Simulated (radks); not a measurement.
The numbers below are computed, except where a source is named.
Problem. Spherical quantum dot in the effective-mass picture: electrons in a parabolic well V = omega^2 r^2 / 2 with omega = 0.082, all in effective atomic units (hartree* = m*/eps^2 hartree, bohr* = eps/m* bohr), one dielectric constant everywhere. Level of theory: non-relativistic Kohn-Sham, LDA (Slater exchange, Perdew-Wang correlation), spin-polarised, spherical densities (a radial shooting solver with Libxc functionals). Levels are named by radial order and angular momentum (1s, 1p, 1d, 2s, ...), and open shells are averaged over m. Results are scaled to m* = 0.231 and eps = 5.2, for which hartree* = 232.5 meV and bohr* = 1.191 nm. At N = 2 the configuration is 1s2. Does electron 3 go into 1p up or 1d up?

Solution. Into 1p up. The total energies of the other choices lie higher by 13.1 meV (1d up).
